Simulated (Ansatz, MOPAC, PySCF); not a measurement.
The scaffold BH2-X carries different groups X. All species are isolated molecules in the gas phase. One relaxed conformer stands for each flexible species; it need not be the lowest. Strings in code marks are SMILES.

Quantity: vertical ionisation energy (energy after one electron is removed minus that of the parent at the parent's geometry), in eV.

Level 1: frozen-core MP2/cc-pVTZ // M06-2X/def2-TZVP (Ansatz, a program for electronic structure)
Level 2: PBE/6-31G* // M06-2X/def2-TZVP (PySCF)
Level 3: minus the HOMO energy of M06-2X/def2-TZVP (PySCF)
Level 4: minus the HOMO energy of PM3 // M06-2X/def2-TZVP (MOPAC)

```
species    level 1  level 2  level 3  level 4
---------  -------  -------  -------  -------
`BO`         12.05    11.33    10.28    11.81
`BF`         12.73    11.94    10.83    12.60
`BN`         11.39    11.05    10.05    11.36
`BC#C`       11.11    10.22     9.32    10.92
`BCl`        11.76    11.06     9.97    10.35
`BC=O`       10.46     9.69     8.90    10.46
`BC#CC`      10.31     9.36     8.68    10.41
`BC(=O)O`    11.15    10.32     9.77    11.27
```
